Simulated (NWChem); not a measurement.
System: MoHS₂OCl; SMILES [O]=[Mo](=[S])([SH])[Cl]

Here is an NWChem input.

```
start job
memory heap 200 mb stack 900 mb global 1100 mb
geometry units angstroms noautoz
  Mo     0.039547     0.004839     0.229675
  O     -0.003325     0.058249     1.885535
  S      2.042148     0.041760    -0.418165
  Cl    -0.990735    -1.856184    -0.540800
  S     -0.998375     1.951280    -0.468019
  H     -0.413085     1.974077    -1.689445
end
basis spherical
  Mo library def2-svp
  O library def2-svp
  S library def2-svp
  Cl library def2-svp
  H library def2-svp
end
ecp
  Mo library def2-ecp
end
dft
  xc xpbe96 cpbe96
  grid xfine
  iterations 150
  mulliken
end
task dft gradient
```

NWChem printed, in part:

```
             Northwest Computational Chemistry Package (NWChem) 7.3.0
             --------------------------------------------------------

 C1  symmetry detected

                             Geometry "geometry" -> ""
                             -------------------------

 Output coordinates in angstroms (scale by  1.889725989 to convert to a.u.)

  No.       Tag          Charge          X              Y              Z
 ---- ---------------- ---------- -------------- -------------- --------------
    1 Mo                  42.0000     0.04623778    -0.01571998     0.23096963
    2 O                    8.0000     0.10846597     0.08038966     1.88428556
    3 S                   16.0000     1.99014667     0.17905266    -0.55309187
    4 Cl                  17.0000    -0.86164049    -1.98119804    -0.42566755
    5 S                   16.0000    -1.20605314     1.81134560    -0.43708006
    6 H                    1.0000    -0.70732267     1.85111659    -1.69590958

 Effective nuclear repulsion energy (a.u.)     798.1193372129

 Summary of "ao basis" -> "ao basis" (spherical)
 ------------------------------------------------------------------------------
       Tag                 Description            Shells   Functions and Types
 ---------------- ------------------------------  ------  ---------------------
 Mo                         def2-svp                11       31   5s3p2d1f
 O                          def2-svp                 6       14   3s2p1d
 S                          def2-svp                 8       18   4s3p1d
 Cl                         def2-svp                 8       18   4s3p1d
 H                          def2-svp                 3        5   2s1p

            General Information
            -------------------
          SCF calculation type: DFT
          Wavefunction type:  closed shell.
          No. of atoms     :     6
          No. of electrons :    72
           Alpha electrons :    36
            Beta electrons :    36
          Charge           :     0
          Spin multiplicity:     1
          Use of symmetry is: off; symmetry adaption is: off
          Maximum number of iterations: 150
          AO basis - number of functions:   104
                     number of shells:    44
          Convergence on energy requested:  1.00D-06
          Convergence on density requested:  1.00D-05
          Convergence on gradient requested:  5.00D-04

              XC Information
              --------------
          PerdewBurkeErnzerhof Exchange Functional  1.000
            Perdew 1991 LDA Correlation Functional  1.000 local
           PerdewBurkeErnz. Correlation Functional  1.000 non-local

             Grid Information
             ----------------
          Grid used for XC integration:  xfine
          Radial quadrature: Mura-Knowles
          Angular quadrature: Lebedev.
          Tag              B.-S. Rad. Rad. Pts. Rad. Cut. Ang. Pts.
          ---              ---------- --------- --------- ---------
          Mo                  1.45      205          10.0      1454
          O                   0.60      100          11.0      1454
          S                   1.00      125          11.0      1454
          Cl                  1.00      125          11.0      1454
          H                   0.35      100          12.0      1202
          Grid pruning is: on
          Number of quadrature shells:   780
          Spatial weights used:  Erf1

      Superposition of Atomic Density Guess
      -------------------------------------

 Sum of atomic energies:       -1406.50057692

      Non-variational initial energy
      ------------------------------

 Total energy =   -1397.123630
 1-e energy   =   -2738.947180
 2-e energy   =     946.968190
 HOMO         =      -0.329923
 LUMO         =      -0.067203

     ---------------------------------------------
      Total Density - Mulliken Population Analysis
     ---------------------------------------------

    Atom       Charge   Shell Charges
 -----------   ------   -------------------------------------------------------
    1 Mo  14    11.64  -0.39  1.55  0.87  0.38  0.05  5.94  0.38  0.16  2.10  0.54  0.06
    2 O    8     9.01   1.99  1.16  0.75  3.14  1.95  0.01
    3 S   16    16.74   2.00  1.99  1.25  0.65  5.94  1.93  2.94  0.03
    4 Cl  17    17.43   2.00  1.99  1.23  0.72  5.94  2.17  3.37  0.01
    5 S   16    16.43   2.00  1.99  1.21  0.62  5.94  1.82  2.83  0.03
    6 H    1     0.76   0.56  0.17  0.03

   convergence    iter        energy       DeltaE   RMS-Dens  Diis-err
 ---------------- ----- ----------------- --------- --------- ---------
 d= 0,ls=0.0,diis     1  -1399.2245744513 -1.79D+03  6.21D-02  4.26D+00
 d= 0,ls=0.0,diis     2  -1388.3411643647  1.09D+01  5.50D-02  6.06D+01
 d= 0,ls=0.0,diis     3  -1399.2331687138 -1.09D+01  2.05D-02  4.14D+00
 d= 0,ls=0.0,diis     4  -1399.5329502232 -3.00D-01  1.56D-02  1.74D+00
 d= 0,ls=0.0,diis     5  -1399.4826694467  5.03D-02  1.04D-02  2.00D+00
 d= 0,ls=0.0,diis     6  -1399.7764390576 -2.94D-01  2.85D-03  4.43D-02
  Resetting Diis
 d= 0,ls=0.0,diis     7  -1399.7792310237 -2.79D-03  1.69D-03  2.31D-02
 d= 0,ls=0.0,diis     8  -1399.7831349738 -3.90D-03  2.20D-03  3.70D-03
 d= 0,ls=0.0,diis     9  -1399.7715117833  1.16D-02  1.86D-03  9.19D-02
 d= 0,ls=0.0,diis    10  -1399.7833882519 -1.19D-02  3.61D-04  1.78D-03
 d= 0,ls=0.0,diis    11  -1399.7836297708 -2.42D-04  9.33D-05  7.72D-05
 d= 0,ls=0.0,diis    12  -1399.7836401461 -1.04D-05  3.77D-05  3.99D-05
 d= 0,ls=0.0,diis    13  -1399.7836439636 -3.82D-06  1.69D-05  3.15D-06
 d= 0,ls=0.0,diis    14  -1399.7836443577 -3.94D-07  7.51D-06  7.43D-07

         Total DFT energy =    -1399.783644357675
      One electron energy =    -2741.744226232084
           Coulomb energy =     1042.889495944896
    Exchange-Corr. energy =      -95.784274196489
 Nuclear repulsion energy =      394.855360126003

 Numeric. integr. density =       72.000000125546

                       DFT Final Molecular Orbital Analysis
                       ------------------------------------

 Vector   34  Occ=2.000000D+00  E=-2.907581D-01
              MO Center=  3.3D-01,  1.8D-02, -3.2D-01, r^2= 5.1D+00
   Bfn.  Coefficient  Atom+Function         Bfn.  Coefficient  Atom+Function
  ----- ------------  ---------------      ----- ------------  ---------------
    76      0.299023  4 Cl pz                56      0.246633  3 S  px
    57     -0.227489  3 S  py                73      0.221576  4 Cl pz
    53      0.209999  3 S  px                92     -0.194441  5 S  px
    15     -0.187974  1 Mo d -2              54     -0.186986  3 S  py
    89     -0.146413  5 S  px                93     -0.144797  5 S  py

 Vector   35  Occ=2.000000D+00  E=-2.620082D-01
              MO Center= -6.0D-02,  5.7D-01, -3.7D-01, r^2= 5.2D+00
   Bfn.  Coefficient  Atom+Function         Bfn.  Coefficient  Atom+Function
  ----- ------------  ---------------      ----- ------------  ---------------
    57      0.343296  3 S  py                93     -0.316766  5 S  py
    92     -0.287097  5 S  px                54      0.265667  3 S  py
    74      0.238083  4 Cl px                90     -0.228164  5 S  py
    89     -0.214447  5 S  px                71      0.171957  4 Cl px
    51      0.149824  3 S  py                15      0.140168  1 Mo d -2

 Vector   36  Occ=2.000000D+00  E=-2.542906D-01
              MO Center=  1.3D+00,  2.1D-01, -1.2D-01, r^2= 3.4D+00
   Bfn.  Coefficient  Atom+Function         Bfn.  Coefficient  Atom+Function
  ----- ------------  ---------------      ----- ------------  ---------------
    58      0.463837  3 S  pz                55      0.352138  3 S  pz
    35     -0.249227  2 O  px                56      0.243107  3 S  px
    52      0.199119  3 S  pz                38     -0.185616  2 O  px
    53      0.180543  3 S  px                92      0.139469  5 S  px
     8     -0.134308  1 Mo pz                37     -0.119644  2 O  pz

 Vector   37  Occ=0.000000D+00  E=-1.538196D-01
              MO Center= -1.1D-02,  1.5D-01, -2.3D-02, r^2= 3.4D+00
   Bfn.  Coefficient  Atom+Function         Bfn.  Coefficient  Atom+Function
  ----- ------------  ---------------      ----- ------------  ---------------
    19      0.625351  1 Mo d  2              18     -0.351227  1 Mo d  1
    58     -0.286913  3 S  pz                92      0.281724  5 S  px
    24      0.210519  1 Mo d  2              74      0.211143  4 Cl px
    16      0.163248  1 Mo d -1              89      0.161347  5 S  px
    55     -0.154826  3 S  pz                76      0.148791  4 Cl pz

 Vector   38  Occ=0.000000D+00  E=-1.492693D-01
              MO Center=  5.5D-01,  3.7D-02,  4.3D-02, r^2= 3.1D+00
   Bfn.  Coefficient  Atom+Function         Bfn.  Coefficient  Atom+Function
  ----- ------------  ---------------      ----- ------------  ---------------
    15      0.552774  1 Mo d -2              57     -0.443606  3 S  py
    16     -0.438717  1 Mo d -1              54     -0.250408  3 S  py
    36      0.209072  2 O  py                39      0.187050  2 O  py
    18     -0.185446  1 Mo d  1              85      0.185237  5 S  s
    20      0.176621  1 Mo d -2             101     -0.160162  6 H  s

 Vector   39  Occ=0.000000D+00  E=-1.134599D-01
              MO Center= -9.3D-02,  1.4D-01,  3.2D-01, r^2= 3.1D+00
   Bfn.  Coefficient  Atom+Function         Bfn.  Coefficient  Atom+Function
  ----- ------------  ---------------      ----- ------------  ---------------
    16      0.584664  1 Mo d -1              15      0.479847  1 Mo d -2
    93     -0.354137  5 S  py                36     -0.296037  2 O  py
    75     -0.271417  4 Cl py                39     -0.265635  2 O  py
    20      0.207014  1 Mo d -2              67     -0.185996  4 Cl s
    21      0.178754  1 Mo d -1              85      0.171614  5 S  s

     ---------------------------------------------
      Total Density - Mulliken Population Analysis
     ---------------------------------------------

    Atom       Charge   Shell Charges
 -----------   ------   -------------------------------------------------------
    1 Mo  14    13.64  -0.40  1.63  0.81  0.37 -0.03  5.98  0.55  0.21  3.72  0.74  0.06
    2 O    8     8.23   1.99  1.15  0.77  2.74  1.57  0.01
    3 S   16    16.05   2.00  1.98  1.31  0.60  5.92  1.80  2.41  0.04
    4 Cl  17    17.13   2.00  1.98  1.29  0.67  5.93  2.15  3.09  0.02
    5 S   16    16.08   2.00  1.98  1.29  0.57  5.92  1.83  2.45  0.04
    6 H    1     0.86   0.70  0.13  0.03

     -------------------------------------------
      Total Density - Lowdin Population Analysis
     -------------------------------------------

    Atom       Charge   Shell Charges
 -----------   ------   -------------------------------------------------------
    1 Mo  14    14.84   0.00  0.98  0.93  0.38  0.15  5.63  1.05  0.51  3.42  1.67  0.10
    2 O    8     8.02   1.98  0.99  0.66  2.62  1.74  0.02
    3 S   16    15.69   2.00  1.96  0.99  0.65  5.81  1.89  2.35  0.05
    4 Cl  17    16.79   2.00  1.96  1.03  0.73  5.82  2.25  2.99  0.02
    5 S   16    15.70   2.00  1.95  0.97  0.62  5.81  1.89  2.42  0.05
    6 H    1     0.96   0.60  0.28  0.08

     Multipole analysis of the density
     ---------------------------------

     L   x y z        total         alpha         beta         nuclear
     -   - - -        -----         -----         ----         -------
     0   0 0 0      0.000000    -36.000000    -36.000000     72.000000

     1   1 0 0     -0.270449      1.088050      1.088050     -2.446548
     1   0 1 0      0.347932     -0.241924     -0.241924      0.831781
     1   0 0 1     -0.682672      5.769235      5.769235    -12.221141

     2   2 0 0    -50.439763   -203.575860   -203.575860    356.711957
     2   1 1 0     -0.606567      2.341440      2.341440     -5.289447
     2   1 0 1      0.131554     -0.008808     -0.008808      0.149170
     2   0 2 0    -48.927469   -244.473065   -244.473065    440.018661
     2   0 1 1     -2.161837      2.299937      2.299937     -6.761711
     2   0 0 2    -49.210702   -101.488037   -101.488037    153.765371

            General Information
            -------------------
          SCF calculation type: DFT
          Wavefunction type:  closed shell.
          No. of atoms     :     6
          No. of electrons :    72
           Alpha electrons :    36
            Beta electrons :    36
          Charge           :     0
          Spin multiplicity:     1
          Use of symmetry is: off; symmetry adaption is: off
          Maximum number of iterations: 150
          AO basis - number of functions:   104
                     number of shells:    44
          Convergence on energy requested:  1.00D-06
          Convergence on density requested:  1.00D-05
          Convergence on gradient requested:  5.00D-04

              XC Information
              --------------
          PerdewBurkeErnzerhof Exchange Functional  1.000
            Perdew 1991 LDA Correlation Functional  1.000 local
           PerdewBurkeErnz. Correlation Functional  1.000 non-local

             Grid Information
             ----------------
          Grid used for XC integration:  xfine
          Radial quadrature: Mura-Knowles
          Angular quadrature: Lebedev.
          Tag              B.-S. Rad. Rad. Pts. Rad. Cut. Ang. Pts.
          ---              ---------- --------- --------- ---------
          Mo                  1.45      205          10.0      1454
          O                   0.60      100          11.0      1454
          S                   1.00      125          11.0      1454
          Cl                  1.00      125          11.0      1454
          H                   0.35      100          12.0      1202
          Grid pruning is: on
          Number of quadrature shells:   780
          Spatial weights used:  Erf1

          Convergence Information
          -----------------------
          Convergence aids based upon iterative change in
          total energy or number of iterations.
          Levelshifting, if invoked, occurs when the
          HOMO/LUMO gap drops below (HL_TOL):  1.00D-02
          DIIS, if invoked, will attempt to extrapolate
          using up to (NFOCK): 10 stored Fock matrices.

                    Damping( 0%)  Levelshifting(0.5)       DIIS
                  --------------- ------------------- ---------------
          dE  on:    start            ASAP                start
          dE off:    2 iters        150 iters           150 iters

                            NWChem DFT Gradient Module
                            --------------------------

  charge          =   0.00
  wavefunction    = closed shell

                         DFT ENERGY GRADIENTS

    atom               coordinates                        gradient
                 x          y          z           x          y          z
   1 Mo      0.087377  -0.029706   0.436469    0.010327   0.003021   0.022549
   2 O       0.204971   0.151914   3.560783   -0.001119  -0.001799  -0.031239
   3 S       3.760832   0.338360  -1.045192   -0.014786  -0.001311   0.005773
   4 Cl     -1.628264  -3.743921  -0.804395    0.002177   0.004849   0.001456
   5 S      -2.279110   3.422947  -0.825962    0.005542  -0.004687  -0.003779
   6 H      -1.336646   3.498103  -3.204804   -0.002140  -0.000073   0.005241
```

Level: PBE/def2-SVP with def2 effective core potentials on Mo. The geometry was optimised at PBE0/def2-SVP. No frequency run checked for a minimum. def2 effective core potentials on Mo; no spin-orbit coupling.
